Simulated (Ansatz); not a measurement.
Reaction (redistribution): `[SiH3][S][AlH][SH]` + `CO[SiH2]F` → `C[O][AlH][SH]` + `F[SiH2]S[SiH3]`

Isolated molecules relaxed with PBE0-D4/def2-TZVP in Ansatz; ΔE leaves out vibrations. CCSD(T)/CBS is the MP2 limit (def2-TZVPP, def2-QZVPP) plus CCSD(T) − MP2 in def2-TZVPP, frozen cores. This one scheme is used for every species. DFT in def2-TZVPP. HSE06 is defined as in plane-wave codes. Each species was taken in one conformer, which may not be the lowest.

| level | ΔE (kJ/mol) |
| --- | --- |
| PBE0-D4 | 28.7 |
| HSE06-D4 | 29.0 |
| CAM-B3LYP-D4 | 27.9 |
| B2PLYP | 27.9 |

Question: What does CCSD(T)/CBS give? (Best estimate.)

Answer: Computed: +31.7 kJ/mol. The listed levels differ from it by -3.0, -2.7, -3.8, -3.8 kJ/mol.

Largest T1 diagnostic among the species: 0.012.

At CCSD(T), def2-SVP lies −5.5 kJ/mol from the extrapolated value and def2-TZVPP +0.2 kJ/mol. From PBE to PBE0 (25 % exact exchange), in def2-TZVPP and without D4, ΔE moves by +4.1 kJ/mol.
